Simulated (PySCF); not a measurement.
# Where the electron goes

Species: C₅H₃Cl₂O₂ (charge -1).
Z-matrix (Å and degrees, GFN2-xTB geometry), rows numbered from 1:
```
C 
C   1  1.3251
Cl  2  1.7465  1  119.02
C   2  1.4531  1  124.95  3  -179.57
Cl  4  1.7947  2  113.42  1   147.87
C   4  1.3189  2  126.89  1   -31.13
C   6  1.5842  4  126.39  2   -10.65
O   7  1.2280  6  110.71  4  -104.50
O   7  1.2279  6  117.01  4    77.16
H   1  1.0763  2  121.71  3    -2.60
H   1  1.0774  2  119.42  3  -178.93
H   6  1.0811  4  120.19  2   179.37
```

Computed with PySCF 2.14.0, density-fitted response routines, TDDFT PBE0/def2-SVPD, vertical, gas phase, core orbitals frozen in the response.

Frontier orbitals with the atoms that hold most of them (Löwdin shares over 4%, at most four atoms; ? is withheld):

```tsv
orbital	ε (eV)	atoms
HOMO-3	-3.73	C1 17%, C6 15%, O8 13%, C2 12%
HOMO-2	-3.20	O8 44%, O9 42%, C7 12%
HOMO-1	-2.71	?
HOMO	-2.51	?
LUMO	?	C1 24%, C2 20%, C6 17%, C4 11%
LUMO+1	3.10	Cl3 31%, Cl5 30%, C4 13%, C2 11%
LUMO+2	3.87	Cl3 51%, Cl5 31%, C2 4%, C4 4%
```

Q: Give the leading atoms of the HOMO-1.

A: O9 (bonded to C) 51%; O8 (bonded to C) 15%; C6 (bonded to 2 C and H) 14%; C7 (bonded to C and 2 O) 11%. By element: oxygen 67%, carbon 25% or more.

Q: Give the leading atoms of the HOMO.

A: O8 (bonded to C) 48%; O9 (bonded to C) 15%; C4 (bonded to 2 C and Cl) 10%; C6 (bonded to 2 C and H) 8%. By element: oxygen 62%, carbon 18% or more.

Q: What is the LUMO energy, and the HOMO–LUMO gap?

A: ε(LUMO) = 2.40 eV; the gap is 4.92 eV (0.1806 hartree).

Q: The HOMO–LUMO gap is 4.92 eV. Where does the response calculation put the lowest singlet, and from which orbitals?

A: S1 is at 3.89 eV (f = 0.0025), 1.03 eV below the gap, made of HOMO-1→LUMO (95%). Its leading pair isn't HOMO and LUMO; the energies of that pair differ by 5.12 eV. 

Q: One configuration dominates each of S1, S2, S3, S4 and S5. Which, and how do the shares of the two leading atoms of either orbital change from the occupied to the empty one?

A: 
- S1 (3.89 eV, f 0.0025), HOMO-1→LUMO (95%): O9 51% → at most 12%, O8 15% → at most 12%, C1 at most 9% → 24%, C2 at most 9% → 20%
- S2 (4.02 eV, f 0.068), HOMO→LUMO (93%): O8 48% → at most 12%, O9 15% → at most 12%, C1 at most 8% → 24%, C2 at most 8% → 20%
- S3 (4.47 eV, f 0.0019), HOMO-2→LUMO (94%): O8 44% → at most 12%, O9 42% → at most 12%, C1 at most 4% → 24%, C2 at most 4% → 20%
- S4 (4.55 eV, f 0.0062), HOMO→LUMO+1 (90%): O8 48% → at most 11%, O9 15% → at most 11%, Cl3 at most 8% → 31%, Cl5 at most 8% → 30%
- S5 (4.93 eV, f 0.078), HOMO-1→LUMO+1 (88%): O9 51% → at most 11%, O8 15% → at most 11%, Cl3 at most 9% → 31%, Cl5 at most 9% → 30%

Hardware: Arm Neoverse V2, one thread, no GPU, shared host with 96 logical CPUs at a one-minute load of 37. Cost: 45 s, 0.95 GiB resident at most.

One conformer stands for the species.
